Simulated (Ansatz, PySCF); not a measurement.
Stretching the Mg1–F2 bond in F2Mg (SMILES [F][Mg][F]) (multiplicity 1 held, fragments rigid). Energies count from the point at 1.751 Å.
Geometry at that point (charge 0, multiplicity 1):
```xyz
3

Mg     0.0000     0.0000     0.0000
F      0.0000     0.0000     1.7510
F      0.0000     0.0000    -1.7510
```

Restricted levels (R-, RO-) in cc, def2 and unpolarised 6-31G sets keep to the state of the molecule at rest. U- levels take the lowest unrestricted solution at each point, which mixes spins at long bonds. Levels need not reach the same state.

Correlated levels freeze the cores. Rows in 6-31G* carry no dispersion term and start afresh at each structure (6-31G* with six Cartesian d functions).

Programs: Ansatz (Gaussian basis) for Hartree–Fock, density functionals and correlated methods; PySCF for 6-31G* rows. 

Energies in eV.

| R (Å) | R-HF/6-31G* | U-HF/def2-TZVPPD | U-PBE/def2-TZVPPD | R-B3LYP/def2-TZVPPD | U-MP2/def2-TZVPPD | U-CCSD/def2-TZVPPD |
|---|---|---|---|---|---|---|
| 1.401 | 2.48 | 2.42 | 2.67 | 2.58 | 2.71 | 2.63 |
| 1.576 | 0.35 | 0.37 | 0.50 | 0.45 | 0.51 | 0.47 |
| 1.751 | 0.00 | 0.00 | 0.00 | 0.00 | 0.00 | 0.00 |
| 1.926 | 0.38 | 0.33 | 0.19 | 0.24 | 0.21 | 0.24 |
| 2.101 | 1.03 | 0.92 | 0.66 | 0.75 | 0.70 | 0.76 |
| 2.364 | 2.16 | 1.92 | 1.49 | 1.64 | 1.59 | 1.69 |
| 2.627 | 3.25 | 2.86 | 2.29 | 2.49 | 2.46 | 2.58 |
| 3.064 | 4.79 | 3.97 | 3.39 | 3.67 | 5.46 | 3.87 |
| 3.502 | 5.99 | 4.12 | 4.14 | 4.53 | 6.04 | 4.83 |
| 4.027 | 7.01 | 4.16 | 4.64 | 5.23 | 6.20 | 5.56 |
| 4.728 | 7.94 | 4.18 | 4.97 | 5.79 | 6.25 | 5.83 |
| 5.603 | 8.67 | 4.18 | 5.15 | 6.16 | 6.26 | 5.86 |

Doubts at one or more of the structures used: a restricted determinant that unrestricted orbitals would lower (R-HF/6-31G*, R-B3LYP/def2-TZVPPD); a spin-contaminated determinant (U-HF/def2-TZVPPD, U-PBE/def2-TZVPPD, U-MP2/def2-TZVPPD, U-CCSD/def2-TZVPPD); T1 above 0.05 (U-CCSD/def2-TZVPPD).

Ansatz is a program for electronic structure.
